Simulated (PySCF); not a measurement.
## HoH3(H2O): from a saddle point downhill

PySCF 2.14.0, RKS PBE0, Ho lcecp-1-SVP with ECP56, H def2-SVP, O def2-SVP; non-relativistic Hamiltonian with scalar-relativistic core potentials where named; density fitting; no spin-orbit coupling. Relaxed within the symmetry of its start, the geometry (Cs) is

```xyz
7

Ho    0.1238   -0.1367    0.1367
H     0.9815    1.5060    0.9461
H    -0.9815   -1.3275    1.3275
H     0.9815   -0.9461   -1.5060
O    -1.1933    1.2490   -1.2490
H    -1.1484    2.2051   -1.1037
H    -1.1484    1.1037   -2.2051
```

and its lowest harmonic modes are -97, 144, 216, 247, 335, 380 cm⁻¹ (negative: unstable). It was moved along the lowest mode and relaxed again.

Problem. Where does it end, and how much lower?

Solution. In C1, 0.003 eV lower, after 5 steps:
```xyz
7

Ho    0.1207   -0.1427    0.1314
H     0.7938    1.6407    0.8221
H    -0.9807   -1.3019    1.3541
H     1.1647   -1.0347   -1.3446
O    -1.1856    1.2568   -1.2422
H    -0.9550    2.1799   -1.0508
H    -1.3427    1.1857   -2.1932
```

Problem. How do the contacts change?

Solution. 
| contact | saddle (Å) | end (Å) |
| --- | --- | --- |
| Ho1–H2 (H) | 2.022 | 2.028 |
| Ho1–H3 (H) | 2.014 | 2.013 |
| Ho1–H4 (H) | 2.022 | 2.016 |
| Ho1–O5 (H2O) | 2.361 | 2.356 |


Problem. Is the end a minimum?

Solution. No, 1 of the modes stay unstable (below −25 cm⁻¹); lowest modes -66, 121, 228, 245, 338, 381 cm⁻¹.

An lcecp potential fixes the number of 4f electrons, so in runs with it no electron can move into or out of that shell.

State: singlet in the valence, with the 4f electrons in the core potential.
